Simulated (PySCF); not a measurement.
PySCF input file for Mg(NH2)(SiH3) (H5MgNSi), SMILES [NH2][Mg][SiH3], TDA-CAM-B3LYP/def2-SVPD. The structure is a stationary point at ωB97X-D3(BJ)/def2-TZVP. Other conformers were not sampled.

```python
import numpy as np
from pyscf import gto, scf, dft, tdscf

mol = gto.M(
    atom='''
    Mg   -0.07212993    0.56927209   -0.41055572
    N    -0.26863054    2.09019029   -1.51803755
    H    -0.52508082    3.02123476   -1.22198208
    H    -0.13676427    2.12664917   -2.51881430
    Si    0.18999821   -1.48227229    1.07520172
    H     0.30673535   -2.75014899    0.29653747
    H    -0.96214543   -1.68198933    2.00232264
    H     1.40325316   -1.42653061    1.94204385
    ''',
    basis='def2-SVPD',
    charge=0,
    spin=0,
    max_memory=1600,
    verbose=4,
)
mf = dft.RKS(mol, xc='cam-b3lyp').density_fit(auxbasis='def2-universal-jkfit')
mf.grids.level = 3
mf.conv_tol = 1e-9
mf.max_cycle = 100
mf.kernel()
mf.grids = dft.Grids(mol).set(level=1).build(with_non0tab=True)  # coarser grid for the response kernel
td = tdscf.TDA(mf)
td.singlet = True
td.nstates = 10
td.conv_tol = 1e-4
td.kernel(x0=td.get_init_guess(mf, 15))
td.analyze()
tt = tdscf.TDA(mf)
tt.singlet = False
tt.nstates = 4
tt.conv_tol = 1e-4
tt.kernel(x0=tt.get_init_guess(mf, 9))
tt.analyze(verbose=3)
```

Output:

```
PySCF version 2.14.0

[INPUT] verbose = 4
[INPUT] num. atoms = 8
[INPUT] num. electrons = 38
[INPUT] charge = 0
[INPUT] spin (= nelec alpha-beta = 2S) = 0
[INPUT] symmetry False subgroup None
[INPUT] Mole.unit = angstrom
[INPUT] Symbol           X                Y                Z      unit          X                Y                Z       unit  Magmom
[INPUT]  1 Mg    -0.072129930000   0.569272090000  -0.410555720000 AA   -0.136305813084   1.075768340459  -0.775837869674 Bohr   0.0
[INPUT]  2 N     -0.268630540000   2.090190290000  -1.518037550000 AA   -0.507638149294   3.949887196325  -2.868675216306 Bohr   0.0
[INPUT]  3 H     -0.525080820000   3.021234760000  -1.221982080000 AA   -0.992258943062   5.709306254416  -2.309211460326 Bohr   0.0
[INPUT]  4 H     -0.136764270000   2.126649170000  -2.518814300000 AA   -0.258447013926   4.018784494334  -4.759869185638 Bohr   0.0
[INPUT]  5 Si     0.189998210000  -1.482272290000   1.075201720000 AA    0.359044581058  -2.801088670132   2.031836779461 Bohr   0.0
[INPUT]  6 H      0.306735350000  -2.750148990000   0.296537470000 AA    0.579645804223  -5.197028392849   0.560374603971 Bohr   0.0
[INPUT]  7 H     -0.962145430000  -1.681989330000   2.002322640000 AA   -1.818191354702  -3.178499178141   3.783841402616 Bohr   0.0
[INPUT]  8 H      1.403253160000  -1.426530610000   1.942043850000 AA    2.651764155830  -2.695752161209   3.669930998396 Bohr   0.0

nuclear repulsion = 109.313953600724
number of shells = 47
number of NR pGTOs = 161
number of NR cGTOs = 105
basis = def2-SVPD
ecp = {}


[settings echo left out]
init E= -546.900627278469
  HOMO = -0.288687237251027  LUMO = -0.0646098222483107  gap/eV = 6.09746
cycle= 1 E= -547.040084812025  delta_E= -0.139  |g|= 0.536  |ddm|= 3.04
  HOMO = -0.153577500690168  LUMO = -0.00516112462340734  gap/eV = 4.03862
cycle= 2 E= -546.980437825338  delta_E= 0.0596  |g|= 0.761  |ddm|= 1.33
  HOMO = -0.287674335572065  LUMO = -0.00681274298300044  gap/eV = 7.64263
cycle= 3 E= -547.117939473629  delta_E= -0.138  |g|= 0.0284  |ddm|= 0.743
  HOMO = -0.286037344916832  LUMO = -0.00257929295040214  gap/eV = 7.71329
cycle= 4 E= -547.118382708561  delta_E= -0.000443  |g|= 0.00899  |ddm|= 0.135
  HOMO = -0.287719809573969  LUMO = -0.00322056811040549  gap/eV = 7.74162
cycle= 5 E= -547.118422186713  delta_E= -3.95e-05  |g|= 0.0018  |ddm|= 0.0278
  HOMO = -0.288006460404404  LUMO = -0.00322132307960221  gap/eV = 7.74940
cycle= 6 E= -547.11842423746  delta_E= -2.05e-06  |g|= 0.000382  |ddm|= 0.00744
  HOMO = -0.28798706971375  LUMO = -0.00325031517645851  gap/eV = 7.74808
cycle= 7 E= -547.118424333122  delta_E= -9.57e-08  |g|= 6.56e-05  |ddm|= 0.00153
  HOMO = -0.287982324520191  LUMO = -0.00324855636684953  gap/eV = 7.74800
cycle= 8 E= -547.118424336522  delta_E= -3.4e-09  |g|= 1.2e-05  |ddm|= 0.000302
  HOMO = -0.287984872069268  LUMO = -0.0032486276187992  gap/eV = 7.74807
cycle= 9 E= -547.118424336608  delta_E= -8.64e-11  |g|= 3.14e-06  |ddm|= 5.73e-05
  HOMO = -0.287986443942566  LUMO = -0.00324893392809639  gap/eV = 7.74810
Extra cycle  E= -547.118424336611  delta_E= -2.73e-12  |g|= 3.06e-06  |ddm|= 1.12e-05
converged SCF energy = -547.118424336611
tot grids = 30128


******** <class 'pyscf.tdscf.rks.TDA'> for <class 'pyscf.df.df_jk.DFRKS'> ********
nstates = 10 singlet
deg_eia_thresh = 1.000e-03
wfnsym = None
conv_tol = 0.0001
eigh lindep = 1e-12
eigh level_shift = 0
eigh max_cycle = 100


Excitation energies (eV)
[4.58879147 4.79410336 5.5211072  5.55452419 5.81652322 5.89239634
 6.13721823 6.97613371 7.07038118 7.27998278]

** Singlet excitation energies and oscillator strengths **
Excited State   1:      4.58879 eV    270.19 nm  f=0.0542
      19 -> 20        0.68367
      19 -> 23       -0.11263
Excited State   2:      4.79410 eV    258.62 nm  f=0.0000
      19 -> 21       -0.68452
      19 -> 24        0.10120
      19 -> 27        0.10324
Excited State   3:      5.52111 eV    224.56 nm  f=0.1315
      18 -> 21        0.68205
      18 -> 24       -0.12279
Excited State   4:      5.55452 eV    223.21 nm  f=0.0067
      18 -> 20       -0.33599
      19 -> 22       -0.59751
Excited State   5:      5.81652 eV    213.16 nm  f=0.1692
      18 -> 22        0.67022
      18 -> 25       -0.14333
Excited State   6:      5.89240 eV    210.41 nm  f=0.5891
      18 -> 20       -0.58764
      18 -> 23       -0.15137
      19 -> 22        0.33079
Excited State   7:      6.13722 eV    202.02 nm  f=0.0013
      19 -> 23       -0.64066
      19 -> 28       -0.21299
Excited State   8:      6.97613 eV    177.73 nm  f=0.0000
      19 -> 21        0.10934
      19 -> 24        0.65212
      19 -> 33       -0.18995
Excited State   9:      7.07038 eV    175.36 nm  f=0.0396
      18 -> 20       -0.15798
      18 -> 23        0.63977
      18 -> 26        0.13480
      18 -> 28       -0.16046
Excited State  10:      7.27998 eV    170.31 nm  f=0.0341
      19 -> 22       -0.11398
      19 -> 25       -0.68533

** Transition electric dipole moments (AU) **
state          X           Y           Z        Dip. S.      Osc.
  1         0.6706      0.1535      0.0949      0.4822      0.0542
  2        -0.0126     -0.0018     -0.0002      0.0002      0.0000
  3        -0.2383      0.5633      0.7735      0.9725      0.1315
  4        -0.0053      0.1390     -0.1727      0.0492      0.0067
  5         1.0456      0.2837      0.1175      1.1876      0.1692
  6        -0.2320      1.6200     -1.1844      4.0810      0.5891
  7         0.0907      0.0207      0.0129      0.0088      0.0013
  8        -0.0104      0.0006      0.0027      0.0001      0.0000
  9        -0.0502      0.3830     -0.2814      0.2284      0.0396
 10        -0.0364      0.3607     -0.2439      0.1909      0.0341

** Transition velocity dipole moments (imaginary part, AU) **
state          X           Y           Z        Dip. S.      Osc.
  1         0.1166      0.0268      0.0164      0.0146      0.0577
  2        -0.0027     -0.0003      0.0001      0.0000      0.0000
  3        -0.0217      0.0540      0.0658      0.0077      0.0254
  4        -0.0076      0.0648     -0.0541      0.0072      0.0235
  5         0.1058      0.0322      0.0095      0.0123      0.0384
  6        -0.0418      0.3102     -0.2250      0.1486      0.4576
  7         0.0593      0.0136      0.0083      0.0038      0.0111
  8        -0.0004     -0.0001     -0.0000      0.0000      0.0000
  9        -0.0102      0.0788     -0.0577      0.0096      0.0247
 10        -0.0113      0.0949     -0.0674      0.0137      0.0341

** Transition magnetic dipole moments (imaginary part, AU) **
state          X           Y           Z
  1        -0.1929      0.4456      0.6416
  2        -0.0252      0.1933     -0.1620
  3         0.1630      0.0383      0.0217
  4         0.0034     -0.0051     -0.0074
  5         0.0001     -0.0016      0.0010
  6        -0.0064      0.0012      0.0027
  7        -0.0514      0.1184      0.1718
  8        -0.0126      0.0489     -0.0560
  9         0.0008      0.0001     -0.0001
 10        -0.0148      0.0072      0.0120


******** <class 'pyscf.tdscf.rks.TDA'> for <class 'pyscf.df.df_jk.DFRKS'> ********
nstates = 4 triplet
deg_eia_thresh = 1.000e-03
wfnsym = None
conv_tol = 0.0001
eigh lindep = 1e-12
eigh level_shift = 0
eigh max_cycle = 100


Excitation energies (eV)
[4.21130593 4.51792226 4.73809688 4.75757365]

** Triplet excitation energies and oscillator strengths **
Excited State   1:      4.21131 eV    294.41 nm  f=0.0000
Excited State   2:      4.51792 eV    274.43 nm  f=0.0000
Excited State   3:      4.73810 eV    261.68 nm  f=0.0000
Excited State   4:      4.75757 eV    260.60 nm  f=0.0000
```

The calculation finished and met its thresholds.
